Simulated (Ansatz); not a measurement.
CH3NSSe (`NC(=S)[SeH]`). Charge 0, multiplicity 1. Geometry: relaxed with PBE0-D4/def2-TZVP. It is one conformer, not always the lowest.

```xyz
7

N    -0.382    1.098   -0.178
C     0.280   -0.026    0.128
S     1.762   -0.062    0.812
Se   -0.733   -1.592   -0.340
H     0.059    1.979    0.027
H    -1.297    1.096   -0.596
H     0.311   -2.493    0.147
```

Question: What is the dipole moment at B3LYP/def2-TZVPP? (An estimate is asked.)

Answer: The calculation gave: 3.29 D, with components (-2.76, 1.28, -1.26) D in this frame, pointing from negative to positive charge.

Question: And with PBE, r2SCAN, ωB97M-V? (An estimate is asked.)

Answer: Ansatz gave: PBE 3.22 D, r2SCAN 3.31 D, ωB97M-V 3.34 D.

Question: Give the Mulliken charges with B3LYP, PBE, ωB97M-V in def2-TZVPP. (Estimate.)

Answer: Computed: 
| atom | B3LYP | PBE | ωB97M-V |
| --- | --- | --- | --- |
| N1 | -0.20 | -0.19 | -0.15 |
| C2 | 0.10 | 0.10 | 0.06 |
| S3 | -0.31 | -0.31 | -0.26 |
| Se4 | -0.01 | -0.03 | -0.02 |
| H5 | 0.18 | 0.18 | 0.15 |
| H6 | 0.16 | 0.17 | 0.13 |
| H7 | 0.07 | 0.08 | 0.09 |

B3LYP here is the variant with VWN-RPA as its local correlation; programs differ in this.
